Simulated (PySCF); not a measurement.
# CaSe: one state, many levels of theory

State: ¹Σ⁺ (singlet), closed shell. Set-up: Ca 6-31G(d,p), Se 6-31G(d,p); no relativity (PySCF 2.14). De refers to Ca + Se in their high-spin ground configurations, without counterpoise correction. A positive dipole means Ca(−)Se(+).

```
      Level  Re (Å)  ωe (cm⁻¹)  De (eV)   μ (D)
        RHF   2.493        360     1.18  -13.12
    RHF-MP2   2.517        327     2.32     n/a
RHF-SCS-MP2   2.523        324     2.13     n/a
   RHF-CCSD   2.523        329     1.98     n/a
RHF-CCSD(T)   2.539        316     2.17     n/a
        PBE   2.440        357     3.71   -9.31
       PW91   2.436        359     3.80   -9.34
       BLYP   2.462        346     3.47   -8.92
     r²SCAN   2.435        368     3.75  -10.32
       PBE0   2.431        370     3.31  -10.47
      B97-3   2.443        363     3.10  -10.42
      HSE06   2.435        367     3.35  -10.34
```

The bond length runs from 2.431 Å (PBE0) to 2.539 Å (RHF-CCSD(T)). De spans 1.18 eV (RHF, mean field) to 3.80 eV (PW91, GGA). Correlation at CCSD(T) changes the Hartree–Fock bond energy by +0.99 eV; the triples alone change it by +0.19 eV.

Correlated steps freeze 14 core orbitals. Correlated levels converge slowly with the basis: in double zeta they bind strong bonds too weakly, by up to about 1 eV, and carry superposition errors of some tenths. Where the molecule has an RHF reference, its open-shell atoms are computed with UHF. The CCSD T1 diagnostic is raised, a sign that a single reference may not be enough here.
